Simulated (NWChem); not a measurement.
Molecule: CHBrF$_{2}$; SMILES FC(F)Br

Results from NWChem. Pople sets run with spherical d functions. Geometry: optimised at PBE0/def2-SVP. Level: PBE/6-31G* with SMD (1 M gas to 1 M solution), gas-phase geometry.

```tsv
solvent	dielectric constant	solvation free energy (kcal/mol)	cavity-dispersion-structure term (kcal/mol)	dipole in solution (D)
water	78.4	(withheld)	(withheld)	1.76
ethyl acetate	5.99	-2.8	-1.0	1.69
anisole	4.22	-2.5	-0.8	1.66
cyclohexanone	15.6	-2.5	-0.5	1.74
```

What belongs in the gaps?


- water, solvation free energy (kcal/mol): -0.2
- water, cavity-dispersion-structure term (kcal/mol): 2.1
